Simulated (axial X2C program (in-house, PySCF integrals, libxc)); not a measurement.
# Ionising LiSr

Calculated with an axial X2C code built on PySCF integrals, spin-free (one-electron X2C) or two-component (2c: spin–orbit coupling with atomic mean-field Coulomb and Gaunt terms, which also bring small scalar terms), in Dyall basis sets with cores contracted in-house; open shells are unrestricted.

Basis sets: Li dyall-cv3z, Sr dyall-cv3z.

```csv
Hamiltonian,level,LiSr state,Re (Å),ωe (cm⁻¹),De (eV)
spin-free,HF,"M_S = 1/2, Λ = 0",3.847,133.0,0.11
spin-free,PBE0,"M_S = 1/2, Λ = 0",3.602,178.8,0.35
2c,PBE0,Ω = 1/2,3.602,178.8,0.35
```

Adiabatic ionisation energy (minimum to minimum, no zero-point term) and constants of LiSr⁺:

```json
{"Hamiltonian": "spin-free", "level": "HF", "LiSr⁺ state": "M_S = 0, Λ = 0", "IE (eV)": "4.11", "Re (Å)": "3.507", "ωe (cm⁻¹)": "225.1", "De (eV)": "0.74", "fragments": "Sr+ + Li"}
{"Hamiltonian": "spin-free", "level": "PBE0", "LiSr⁺ state": "M_S = 0, Λ = 0", "IE (eV)": "4.45", "Re (Å)": "3.400", "ωe (cm⁻¹)": "234.5", "De (eV)": "1.48", "fragments": "Sr + Li+"}
{"Hamiltonian": "2c", "level": "PBE0", "LiSr⁺ state": "Ω = 0", "IE (eV)": "4.45", "Re (Å)": "3.399", "ωe (cm⁻¹)": "234.5", "De (eV)": "1.47", "fragments": "Sr + Li+"}
```

Problem. Add the zero-point terms to the ionisation energy at PBE0, 2c, and say whether the electron removed was bonding.

Solution. IE0 = IE + (ωe⁺ − ωe)/2 = 4.45 + (0.003) = 4.45 eV. Re changes by -0.203 Å, so the bond shortens, as on loss of an antibonding or a polarising non-bonding electron.

Problem. Close the cycle De(LiSr⁺) + IE(LiSr) = De(LiSr) + IE(Li) to find the atomic ionisation energy at PBE0, 2c.

Solution. IE(Li) = 1.47 + 4.45 − 0.35 = 5.57 eV, for the determinants used.

Each entry is the lowest single determinant of a limited PBE0 search at one distance. De goes to single-determinant-based atoms at the same level (for ions the charge split of lowest energy) and is withheld (n/a) where an atom does not fit its ground term or J level. Main or longest-lived isotopes. One determinant is a doubtful description, or other states lie close, for LiSr; these need not be ground states, and all values refer to the states named.
